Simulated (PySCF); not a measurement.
## Ag: ionisation energy

Ag [Kr] 4d10 5s1 (2S) → Ag⁺ [Kr] 4d10 (1S), as a difference of total energies. All numbers are calculated (PySCF 2.14, the spin-free X2C one-electron Hamiltonian (Gaussian nucleus), in x2c-TZVPPall (8s6p6d2f1g, 79 functions)). Correlated levels: valence and next inner shell: [Ar] 3d10 frozen. The calculations carry no spin-orbit coupling.

| method | ionisation energy (eV) | error (eV) |
| --- | --- | --- |
| UHF | 6.354 | -1.222 |
| MP2 (valence and next inner shell) | 7.456 | -0.120 |
| SCS-MP2 (valence and next inner shell) | 7.264 | -0.312 |
| CCSD (valence and next inner shell) | 7.266 | -0.310 |
| CCSD(T) (valence and next inner shell) | 7.358 | -0.218 |

Reference: 7.576 eV (measured; NIST Atomic Spectra Database, ionization energies).

Errors of the correlated levels include the incompleteness of this basis and the frozen core.
